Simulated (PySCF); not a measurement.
Si(F)(H)(SMe)2 (C2H7FS2Si), SMILES S(C)[SiH](F)SC. Atoms are numbered in the order given.

```xyz
13

Si     0.0787     0.4943    -0.5062
F      0.4573     0.4813    -2.0885
S      1.2574    -0.8769     0.6216
C      2.7672     0.1388     0.9069
S     -1.9604    -0.1101    -0.3931
C     -2.2149     0.0849     1.4216
H      0.3490     1.8720    -0.0150
H      3.3772    -0.4055     1.6400
H      3.3418     0.2561    -0.0217
H      2.5113     1.1258     1.3171
H     -2.1282     1.1384     1.7234
H     -1.4988    -0.5275     1.9852
H     -3.2362    -0.2624     1.6263
```
Charge 0, spin multiplicity 1.

Geometry: B3LYP-D3(BJ)/def2-SVP. The values are those of a single conformer.

Two levels are set side by side: PBE/pcSseg-1 (PySCF) and PBE0/pcSseg-1 (PySCF). GIAO shifts against CFCl3 (¹⁹F), H2S (³³S), TMS (²⁹Si), TMS (¹H), TMS (¹³C) at the same level; non-relativistic, no solvent, atoms listed together averaged. Differences are taken from unrounded values.

```csv
quantity,PBE0,PBE,PBE minus PBE0
δ(²⁹Si) of Si1 (ppm),41.3,43.6,2.3
δ(¹⁹F) of F2 (ppm),-164.0,-178.5,-14.4
"δ(¹³C) of C4, C6 (ppm)",17.2,18.3,1.1
δ(¹H) of H7 (ppm),6.17,6.51,0.34
```

Rough cost on one machine, each run with all the roots and properties that it gave: PBE0 against PBE within a factor of 2.
